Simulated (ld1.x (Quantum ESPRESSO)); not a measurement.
**u(r) = r·R(r): atom against pseudo-atom (silver (Ag))**

Columns: radius, all-electron u(r) and pseudo u(r) of the 4p shell (level -66.82 eV) of silver in the configuration [Ar] 3d10 4s2 4p6 4d10 5s0 5p0; PBE, scalar-relativistic, TM scheme, ld1.x (Quantum ESPRESSO) 7.5.

| r (bohr) | all-electron | pseudo |
| --- | --- | --- |
| 0.072 | 0.4022 | 0.0174 |
| 0.145 | -0.0466 | 0.0694 |
| 0.217 | -0.5145 | 0.1516 |
| 0.290 | -0.6062 | 0.2612 |
| 0.362 | -0.3956 | 0.3888 |
| 0.435 | -0.0434 | 0.5295 |
| 0.507 | 0.3195 | 0.6707 |
| 0.580 | 0.6356 | 0.8065 |
| 0.652 | 0.8708 | 0.9240 |
| 0.725 | 1.0288 | 1.0179 |
| 0.798 | 1.1148 | 1.0803 |
| 0.870 | 1.1424 | 1.1082 |
| 0.942 | 1.1277 | 1.1033 |
| 1.015 | 1.0825 | 1.0691 |
| 1.088 | 1.0177 | 1.0121 |
| 1.160 | 0.9429 | 0.9412 |
| 1.232 | 0.8631 | 0.8628 |
| 1.305 | 0.7815 | 0.7815 |
| 1.378 | 0.7021 | 0.7021 |
| 1.450 | 0.6279 | 0.6279 |
| 1.522 | 0.5586 | 0.5586 |
| 1.595 | 0.4941 | 0.4941 |
| 1.668 | 0.4355 | 0.4355 |
| 1.740 | 0.3834 | 0.3834 |
| 1.812 | 0.3366 | 0.3366 |
| 1.885 | 0.2944 | 0.2944 |

Task: How many radial nodes do the two functions have?

Result: The all-electron 4p function has n − l − 1 = 2; the pseudo-wave has 0, since the states of the same l below it are removed with the core.

Task: At about which radius was the pseudo-wave matched?

Result: 1.40 bohr. The columns agree to 0.0005 from 1.23 bohr on; several derivatives are matched, so the curves merge somewhat inside the radius.

Task: Is the pseudo-wave norm-conserving?

Result: Yes: the TM scheme keeps the norm inside the radius equal to the all-electron one, which fixes the energy derivative of the logarithmic derivative at the level.
